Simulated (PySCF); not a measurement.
A calculated (r2SCAN, PySCF 2.14, aug-cc-pV(T+d)Z with one added diffuse shell each of s, p, d, f type, no relativity, point nucleus) atom or ion has these occupied shells.

```json
{"shell": "1s α", "electrons": "1", "orbital energy (eV)": "-3172.8", "rms radius, mean of both spins (bohr)": "0.0999"}
{"shell": "1s β", "electrons": "1", "orbital energy (eV)": "-3171.8", "rms radius, mean of both spins (bohr)": "0.0999"}
{"shell": "2s α", "electrons": "1", "orbital energy (eV)": "-348.60", "rms radius, mean of both spins (bohr)": "0.451"}
{"shell": "2s β", "electrons": "1", "orbital energy (eV)": "-347.99", "rms radius, mean of both spins (bohr)": "0.451"}
{"shell": "2p α", "electrons": "3", "orbital energy (eV)": "-281.90", "rms radius, mean of both spins (bohr)": "0.419"}
{"shell": "2p β", "electrons": "3", "orbital energy (eV)": "-280.72", "rms radius, mean of both spins (bohr)": "0.419"}
{"shell": "3s α", "electrons": "1", "orbital energy (eV)": "-68.683", "rms radius, mean of both spins (bohr)": "1.39"}
{"shell": "3s β", "electrons": "1", "orbital energy (eV)": "-62.361", "rms radius, mean of both spins (bohr)": "1.39"}
{"shell": "3p α", "electrons": "3", "orbital energy (eV)": "-52.400", "rms radius, mean of both spins (bohr)": "1.49"}
```

Name the element and its charge.

Ar³⁺ (argon, charge +3), in [Ne] 3s2 3p3, high-spin 4S determinant.
